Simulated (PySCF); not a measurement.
Structure elucidation problem

The spectra below were simulated for a compound C₇H₉O₂P.

1H NMR (400 MHz, computed): δ 8.21 (m, 2H), 7.75 (t, 1H), 7.58 (m, 2H), 2.85 (br s, 1H), 1.42 (m, 3H).

13C{1H} NMR (computed): δ 142.3, 141.8, 138.4, 134.1, 17.1.

[PySCF: structure optimised with PBE0-D3(BJ)/def2-SVP; GIAO HF/pcSseg-1 shieldings; non-relativistic Hamiltonian; gas phase; a single conformation; equivalent nuclei averaged]

Chemical shifts δ = σref − σ; 1H, 13C vs TMS, all at this level.

Problem. What is the structure?

Solution. 
5 carbon signals for 7 carbons: some carbons are equivalent by symmetry or fast rotation. Carbon types of the structure: 1 × C, 5 × CH, 1 × CH3, leaving 1 H on heteroatoms. δC 142.3, 141.8, 134.1: aromatic CH. δC 138.4: substituted aromatic carbon. δC 17.1: methyl carbon bonded to P. δH 8.21, 7.75, 7.58: hydrogen on an aromatic CH; ring-current deshielding. δH 2.85: hydrogen on an oxygen bonded to P; exchangeable, gas-phase position. δH 1.42: hydrogen on a methyl carbon bonded to P.

Structure: `[P@](C)(=O)(O)C1=CC=CC=C1`.

The shifts were computed for this structure.

Exchangeable OH/NH protons stand at their gas-phase positions; hydrogen bonding in a real sample shifts them, mostly to higher δ. Splittings by 31P in the carbon and heteronuclear signals aren't shown, as no couplings were computed. Shifts are as computed. Against solution values, carbons near 30 ppm lie about -0 ppm off and those near 130 ppm about +7 ppm. Of 1309 compounds with measured shifts, 239 miss one by over three times the rms of a fit or turn the order of signals round; such compounds aren't used in these exercises. Multiplicities follow the n + 1 count of equivalent neighbours, as no J values were calculated; m marks all less simple cases, F and P coupling included.
